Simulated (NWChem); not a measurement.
C₄H₃S, doublet; SMILES c1scc[c]1

Results from NWChem. Pople sets run with spherical d functions. Spin-unrestricted. In the optimisation the excess spin sits in a' (Cs, its own frame). The geometry was optimised at B3LYP/6-31G* (spherical d), spin-unrestricted. No stability test was run on the SCF state. Level: PBE0/6-31G* with SMD (1 M gas to 1 M solution), gas-phase geometry. Reactions with the solvent are ignored.

| solvent | dielectric constant | solvation free energy (kcal/mol) | cavity-dispersion-structure term (kcal/mol) | dipole in solution (D) |
|---|---|---|---|---|
| water | 78.4 | -0.8 | 3.0 | 0.75 |
| acetone | 20.5 | -4.4 | -0.7 | 0.74 |
| cyclohexanone | 15.6 | -3.8 | -0.2 | 0.73 |
| ethylene glycol | 40.2 | -1.1 | 2.7 | 0.75 |
| diethyl ether | 4.24 | -4.3 | -1.4 | 0.69 |
